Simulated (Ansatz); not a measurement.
`[O]=[Mn](=[O])(=[O])[Cl]`, relaxed with RKS PBE0-D4/def2-TZVP in the Gaussian-basis code of Ansatz from a PBE-D4/def2-SVP geometry. The force threshold is 0.005 eV/Å; the program also tests the step.

Total charge 0; spin multiplicity 1.

Start:

```xyz
5

O    -1.157   -0.346    1.068
Mn    0.018   -0.113    0.058
O     1.390   -0.069    0.813
O     0.030   -1.233   -1.038
Cl   -0.282    1.761   -0.901
```

```json
{"step": "1", "energy (eV)": "-49968.5631", "largest force (eV/Å)": "1.285", "largest move (Å)": "0.000"}
{"step": "2", "energy (eV)": "-49968.6199", "largest force (eV/Å)": "0.624", "largest move (Å)": "0.034"}
{"step": "3", "energy (eV)": "-49968.6293", "largest force (eV/Å)": "0.045", "largest move (Å)": "0.009"}
{"step": "4", "energy (eV)": "-49968.6294", "largest force (eV/Å)": "0.013", "largest move (Å)": "0.001"}
{"step": "5", "energy (eV)": "-49968.6294", "largest force (eV/Å)": "0.000", "largest move (Å)": "0.000"}
```

End:

```xyz
5

O    -1.146   -0.332    1.052
Mn    0.020   -0.125    0.064
O     1.374   -0.058    0.799
O     0.028   -1.210   -1.032
Cl   -0.276    1.726   -0.883
```

Hardware: 4 threads of an Intel Xeon Platinum 8488C on a shared host. Wall time 15 s, peak host memory 0.5 GiB.
